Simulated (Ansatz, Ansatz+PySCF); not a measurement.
```xyz
4

Sc    0.0055   -0.0083   -0.0008
F     1.8140    0.0051   -0.0028
F    -0.9034    1.5841   -0.0019
F    -0.9138   -1.5723   -0.0077
```

Basis set: def2-SVP (spherical functions). Correlated methods keep 8 orbitals frozen. Charge 0, multiplicity 1.

Computed with Ansatz (development build ahead of 0.2.0); each method stands on the lowest determinant of its kind that the runs found. Restricted open shells among the atoms or ions are ROHF, correlated in semicanonical orbitals with singles.

(1) Give the atomization energy at this shape (free ground-state atoms in the same class of orbitals less the molecule, no zero-point energy) of singlet ScF3 by RHF-CCSD(T), RHF-CCSD, RHF-MP2, RHF, UHF.

Results:

(1)

```tsv
method	atomization energy
RHF-CCSD(T)	18.69 eV
RHF-CCSD	18.46 eV
RHF-MP2	19.70 eV
RHF	14.48 eV
UHF	14.16 eV
```
